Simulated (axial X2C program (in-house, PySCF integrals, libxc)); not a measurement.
## Density and ELF of GeCl⁻

Computed with an axial X2C code built on PySCF integrals. Two-component (2c) means X2C with spin–orbit coupling and atomic mean-field two-electron Coulomb and Gaunt terms. Basis: Ge dyall-acv3z [10s10p8d5f1g], Cl dyall-av3z [9s8p3d2f] (cores contracted in-house); Gaussian nuclei, density fitting, unrestricted open shells. Masses: Ge 73.921 u, Cl 34.969 u.

PBE0, with spin–orbit coupling, state Ω = 1 (⟨Sz⟩ = 1.00, ⟨Lz⟩ = 0.00 at PBE0); Ge at z = 0, Cl at z = 2.364 Å.

The maps cover the half plane through the axis: z from -2.4 to 4.2 Å along the bond, ρ from 0.15 to 2.25 Å away from it.

log10 of the density in e/bohr³:

```
 ρ\z  -2.4  -1.8  -1.2  -0.6   0.0   0.6   1.2   1.8   2.4   3.0   3.6   4.2
0.15  -3.3  -2.4  -1.6  -0.5   1.4  -0.5  -1.1  -0.6   1.3  -0.6  -1.5  -2.6
0.45  -3.3  -2.5  -1.7  -0.8   0.2  -0.9  -1.3  -0.7  -0.4  -0.8  -1.7  -2.6
0.75  -3.3  -2.5  -1.8  -1.2  -0.8  -1.3  -1.5  -1.0  -0.7  -1.1  -1.9  -2.8
1.05  -3.4  -2.7  -2.0  -1.5  -1.3  -1.6  -1.8  -1.4  -1.2  -1.5  -2.1  -3.0
1.35  -3.4  -2.8  -2.2  -1.8  -1.7  -1.9  -2.1  -1.8  -1.7  -1.9  -2.5  -3.2
1.65  -3.5  -3.0  -2.4  -2.1  -2.0  -2.2  -2.4  -2.3  -2.2  -2.4  -2.8  -3.4
1.95  -3.6  -3.1  -2.7  -2.4  -2.3  -2.5  -2.7  -2.7  -2.6  -2.8  -3.2  -3.7
2.25  -3.8  -3.3  -2.9  -2.7  -2.6  -2.8  -3.1  -3.1  -3.1  -3.2  -3.5  -4.0
```

Electron localisation function (collinear form, no current term, damped to 0 at low density):

```
 ρ\z  -2.4  -1.8  -1.2  -0.6   0.0   0.6   1.2   1.8   2.4   3.0   3.6   4.2
0.15  0.01  0.23  0.55  0.27  0.26  0.26  0.58  0.48  0.79  0.71  0.68  0.22
0.45  0.02  0.24  0.61  0.19  0.63  0.15  0.50  0.79  0.10  0.85  0.65  0.20
0.75  0.02  0.26  0.69  0.43  0.19  0.26  0.37  0.82  0.87  0.86  0.60  0.17
1.05  0.03  0.29  0.73  0.78  0.61  0.50  0.23  0.72  0.86  0.80  0.50  0.12
1.35  0.04  0.32  0.74  0.88  0.86  0.60  0.13  0.49  0.73  0.67  0.37  0.07
1.65  0.04  0.32  0.73  0.88  0.88  0.58  0.09  0.23  0.52  0.47  0.22  0.03
1.95  0.03  0.27  0.68  0.84  0.83  0.52  0.07  0.07  0.26  0.25  0.10  0.01
2.25  0.02  0.20  0.57  0.77  0.76  0.43  0.05  0.02  0.08  0.09  0.03  0.00
```

Axial spin density in 10⁻³ e/bohr³:

```
 ρ\z  -2.4  -1.8  -1.2  -0.6   0.0   0.6  1.2   1.8   2.4   3.0   3.6   4.2
0.15  -0.1  -0.5  -2.1  -1.4   6.0   0.9  0.0  -2.7  15.7  -1.8  -0.5  -0.1
0.45   0.0  -0.1   0.2   5.4  -1.7   7.1  1.0  -1.7   4.9   1.3  -0.2   0.0
0.75   0.1   0.4   2.5  12.7  21.1  12.4  1.9  -0.8   4.1   1.8   0.1   0.0
1.05   0.1   0.7   3.4  12.6  20.6  11.2  2.0  -0.4   1.3   0.9   0.1   0.0
1.35   0.2   0.8   3.0   8.9  13.0   7.4  1.6  -0.2   0.3   0.4   0.1   0.0
1.65   0.2   0.7   2.2   5.4   7.1   4.3  1.2   0.0   0.0   0.1   0.1   0.0
1.95   0.2   0.5   1.5   3.1   3.8   2.4  0.8   0.0   0.0   0.0   0.0   0.0
2.25   0.1   0.4   0.9   1.7   2.0   1.3  0.5   0.1   0.0   0.0   0.0   0.0
```

Occupations by symmetry block were frozen at the best pattern of an incomplete PBE0 search. Density functionals use the spin component along the axis (collinear). PBE0 can misorder states that lie within some tenths of an eV, so this need not be the ground state of the molecule. The nearest other 2c determinant of the search, Ω = 0, lies 0.61 eV up at the distance of the search. With several unpaired electrons one determinant need not be a pure state. Open-shell Ω = 0 determinants with evenly filled partner blocks cannot be reached by this program, so the Ω shown need not be the lowest component. This is the Ω = 1 component of a π² triplet; the 0⁺ component is not one determinant and can lie lowest. The highest occupied level of some functionals is positive through self-interaction error; at Hartree–Fock it is bound.
